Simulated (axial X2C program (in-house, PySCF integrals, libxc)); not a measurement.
# Excited states of SrF⁻ by EOM-EE-CCSD

Computed with an in-house all-electron X2C program for linear molecules (integrals from PySCF): two-component X2C with atomic mean-field Coulomb and Gaunt terms, Gaussian nuclei, basis Sr dyall-acv3z, F dyall-av3z with contracted cores.

R = 2.122 Å (near the PBE0 minimum at charge -1 of the determinant lowest at the starting distance; the state shown can have its own minimum elsewhere).

Hartree–Fock spinors of SrF⁻ (one of each Kramers pair; a window near the gap, which can cut inner shells):

| ω | occupied | ε (eV) | character |
| --- | --- | --- | --- |
| 3/2 | yes | -24.71 | 99% Sr p |
| 1/2 | yes | -24.48 | 92% Sr p, 4% F p, 2% F s |
| 1/2 | yes | -10.68 | 90% F p, 4% Sr d, 4% Sr p |
| 1/2 | yes | -10.53 | 94% F p, 3% Sr d, 2% Sr f |
| 3/2 | yes | -10.49 | 94% F p, 3% Sr d, 2% Sr f |
| 1/2 | yes | -0.58 | 84% Sr s, 12% Sr p |
| 1/2 | no | 1.81 | 100% Sr p |
| 3/2 | no | 1.81 | 100% Sr p |
| 1/2 | no | 1.84 | 98% Sr p, 2% Sr s |
| 1/2 | no | 2.26 | 96% Sr s, 3% Sr p |
| 1/2 | no | 3.32 | 96% Sr p |
| 3/2 | no | 3.32 | 97% Sr p |

Vertical excitation energies from the closed-shell determinant state of SrF⁻:

```json
{"Ω": "0⁻", "excitation (eV)": "0.830", "cm⁻¹": "6691", "hole of the leading pair": "84% Sr sσ, 12% Sr pσ", "particle of the leading pair": "89% Sr pπ, 9% Sr dπ", "weight of the pair (for Ω = 0 its time-reversed partner can hold as much again)": "0.48", "singles weight": "0.97"}
{"Ω": "0⁺", "excitation (eV)": "0.830", "cm⁻¹": "6691", "hole of the leading pair": "84% Sr sσ, 12% Sr pσ", "particle of the leading pair": "89% Sr pπ, 9% Sr dπ", "weight of the pair (for Ω = 0 its time-reversed partner can hold as much again)": "0.48", "singles weight": "0.97"}
{"Ω": "1", "excitation (eV)": "0.833", "cm⁻¹": "6719", "hole of the leading pair": "84% Sr sσ, 12% Sr pσ", "particle of the leading pair": "89% Sr pπ, 9% Sr dπ", "weight of the pair (for Ω = 0 its time-reversed partner can hold as much again)": "0.49", "singles weight": "0.97"}
{"Ω": "2", "excitation (eV)": "0.837", "cm⁻¹": "6747", "hole of the leading pair": "84% Sr sσ, 12% Sr pσ", "particle of the leading pair": "89% Sr pπ, 9% Sr dπ", "weight of the pair (for Ω = 0 its time-reversed partner can hold as much again)": "0.97", "singles weight": "0.97"}
{"Ω": "0⁻", "excitation (eV)": "1.145", "cm⁻¹": "9232", "hole of the leading pair": "84% Sr sσ, 12% Sr pσ", "particle of the leading pair": "55% Sr pσ, 38% Sr sσ", "weight of the pair (for Ω = 0 its time-reversed partner can hold as much again)": "0.48", "singles weight": "0.96"}
{"Ω": "1", "excitation (eV)": "1.145", "cm⁻¹": "9232", "hole of the leading pair": "84% Sr sσ, 12% Sr pσ", "particle of the leading pair": "55% Sr pσ, 38% Sr sσ", "weight of the pair (for Ω = 0 its time-reversed partner can hold as much again)": "0.96", "singles weight": "0.96"}
{"Ω": "1", "excitation (eV)": "1.219", "cm⁻¹": "9833", "hole of the leading pair": "84% Sr sσ, 12% Sr pσ", "particle of the leading pair": "100% Sr pπ", "weight of the pair (for Ω = 0 its time-reversed partner can hold as much again)": "0.46", "singles weight": "0.92"}
{"Ω": "0⁺", "excitation (eV)": "1.290", "cm⁻¹": "10402", "hole of the leading pair": "84% Sr sσ, 12% Sr pσ", "particle of the leading pair": "88% Sr pσ, 12% Sr sσ", "weight of the pair (for Ω = 0 its time-reversed partner can hold as much again)": "0.46", "singles weight": "0.93"}
{"Ω": "0⁻", "excitation (eV)": "1.304", "cm⁻¹": "10519", "hole of the leading pair": "84% Sr sσ, 12% Sr pσ", "particle of the leading pair": "62% Sr sσ, 33% Sr pσ", "weight of the pair (for Ω = 0 its time-reversed partner can hold as much again)": "0.48", "singles weight": "0.95"}
{"Ω": "1", "excitation (eV)": "1.304", "cm⁻¹": "10519", "hole of the leading pair": "84% Sr sσ, 12% Sr pσ", "particle of the leading pair": "62% Sr sσ, 33% Sr pσ", "weight of the pair (for Ω = 0 its time-reversed partner can hold as much again)": "0.95", "singles weight": "0.95"}
```

This point took 120 s on 1 thread of AMD EPYC 7R43 64-Core Processor (Zen 3) (shared host).

Reference electrons by ω block (each with its −ω partner): 1/2: 17, 3/2: 6, 5/2: 1. 18 electrons of SrF⁻ correlated (inner shells frozen), 84 natural virtual spinors (a truncated set); levels can be off by some tenths of an eV. Roots sought by Ω: (0: 5, 1: 4, 2: 3, 3: 1); rows need 60 % singles weight and stop where some Ω has no more roots. Missing are any skipped roots, higher Ω and states of a further excitation; these come out far too high here and may in truth be low or lowest. T1 of the reference 0.025 (Lee–Taylor). The highest Hartree–Fock level of the anion lies at -0.58 eV; relaxation, partly offset by correlation, puts the detachment threshold some tenths of an eV to over one eV lower in magnitude, and states above it are held by the basis set and are not bound; that holds for every row here. Number of frozen shells: Sr 3 s, 2 p, 1 d; F 1 s. Large amplitudes in the reference (orbital relaxation or multireference character) lower the reliability.
